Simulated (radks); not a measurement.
Ionisation of neutral iridium, [Xe] 4f14 5d7 6s2, to [Xe] 4f14 5d7 6s1 as the strength of local exchange is varied. Calculated with a radial shooting solver on a logarithmic mesh with Libxc functionals: scalar-relativistic Kohn-Sham, Slater X-alpha exchange (alpha = 2/3 is LDA exchange), no correlation, spin-unpolarised, spherical densities, finite nucleus; Fermi nuclear charge, rms radius 5.4032 fm.

alpha  E(Ir) (hartree)  exchange (hartree)  IE (eV)  -e of the level emptied (eV)  <r> of it (bohr)
0.642      -17793.8692           -315.5188    8.905                    5.375 (6s)             2.950
0.667      -17806.2260           -328.0486    9.090                    5.542 (6s)             2.933
0.734      -17839.3872           -361.7176    9.595                    6.002 (6s)             2.887
0.816      -17880.0622           -403.1017   10.231                    6.586 (6s)             2.833
0.978      -17960.7092           -485.4322   11.542                    7.804 (6s)             2.732

NIST Atomic Spectra Database: 8.967 eV (measured). The Delta-SCF value meets it near alpha = 0.65. Spin polarisation and multiplet splitting are left out, so open shells lie too high by an amount that depends on their filling. Spin-orbit splitting is averaged out at the scalar-relativistic level.

Beside tabulated values, note that spin-unpolarised runs miss the spin-polarisation part of the exchange energy of open shells.
